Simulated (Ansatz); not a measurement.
All values below come from frozen-core CCSD(T)/cc-pVDZ // PBE0-D3(BJ)/def2-SVP (Ansatz, an electronic-structure program). The restricted HF reference is unstable towards unrestricted orbitals.

Ansatz 0.2 input:
```yaml
crystal:
  periodic: [false, false, false]
  atoms:
    - { symbol: B, position_ang: [-0.201921, -2.254283, -1.468506] }
    - { symbol: C, position_ang: [-0.036578, -1.000736, -0.592082] }
    - { symbol: C, position_ang: [0.901029, -1.014861, 0.446521] }
    - { symbol: C, position_ang: [1.117665, 0.090463, 1.297275] }
    - { symbol: C, position_ang: [2.088686, 0.020958, 2.34216] }
    - { symbol: C, position_ang: [2.914816, -0.042121, 3.228476] }
    - { symbol: C, position_ang: [0.369022, 1.258523, 1.105823] }
    - { symbol: C, position_ang: [-0.570994, 1.298808, 0.079187] }
    - { symbol: S, position_ang: [-1.596087, 2.64319, -0.323419] }
    - { symbol: C, position_ang: [-2.310776, 1.74567, -1.615933] }
    - { symbol: C, position_ang: [-1.807486, 0.486438, -1.7485] }
    - { symbol: C, position_ang: [-0.793891, 0.192613, -0.779453] }
    - { symbol: H, position_ang: [0.47974, -3.226975, -1.242216] }
    - { symbol: H, position_ang: [-0.995328, -2.295899, -2.379441] }
    - { symbol: H, position_ang: [1.493799, -1.917103, 0.610713] }
    - { symbol: H, position_ang: [3.646402, -0.098971, 4.013123] }
    - { symbol: H, position_ang: [0.529417, 2.118559, 1.758802] }
    - { symbol: H, position_ang: [-3.085823, 2.213221, -2.223039] }
    - { symbol: H, position_ang: [-2.141691, -0.217494, -2.50949] }
basis:
  gaussian: { orbitals: cc-pVDZ }
correlation:
  method: ccsd_t
```

Output:

```
Functional definition: HF
1951 factors; integrals over basis functions are off by at most 8.4e-4 eV
mean field evaluation 1: about -21897.0646 eV, gradient 3.9e1 eV
mean field evaluation 2: about -21897.6374 eV, gradient 3.9e1 eV
mean field evaluation 4: about -21902.9911 eV, gradient 7.6e0 eV
mean field evaluation 8: about -21903.1841 eV, gradient 4.6e-1 eV
mean field evaluation 16: about -21903.1861 eV, gradient 2.0e-6 eV
mean field evaluation 32: about -21893.6678 eV, gradient 7.7e0 eV
mean field -21903.18609828 eV, -804.9272425991 hartree, gradient 2.0e-6 eV, S^2 0.000000; 0 other end points of the search recorded, 0 dependent functions left out; unrestricted orbitals would lower it
16 core orbitals not correlated
reference -21903.18609828 eV, -804.9272425991 hartree; 28, 28 occupied and 163, 163 virtual orbitals, 1951 factors
second order -40.65680357 eV of doubles, -0.00000000 eV of singles
cycle   1  -40.54894507 eV  change    1.1e-1 eV  update   1.8e-1
cycle   2  -41.84677153 eV  change    -1.3e0 eV  update   5.7e-2
cycle   3  -42.14919646 eV  change   -3.0e-1 eV  update   2.7e-2
cycle   4  -42.15230708 eV  change   -3.1e-3 eV  update   8.3e-3
cycle   5  -42.15579432 eV  change   -3.5e-3 eV  update   4.4e-3
cycle   6  -42.15797546 eV  change   -2.2e-3 eV  update   1.4e-3
cycle   7  -42.15718586 eV  change    7.9e-4 eV  update   6.7e-4
cycle   8  -42.15709445 eV  change    9.1e-5 eV  update   2.9e-4
cycle   9  -42.15710408 eV  change   -9.6e-6 eV  update   1.4e-4
cycle  10  -42.15706074 eV  change    4.3e-5 eV  update   5.9e-5
cycle  11  -42.15698811 eV  change    7.3e-5 eV  update   2.8e-5
cycle  12  -42.15702002 eV  change   -3.2e-5 eV  update   1.5e-5
perturbative correction -2.05124644 eV, -0.0753819164 hartree
Total energy: -21947.39436474 eV, -806.5518664260 hartree
```

Cost: around 14 core-minutes (rough).
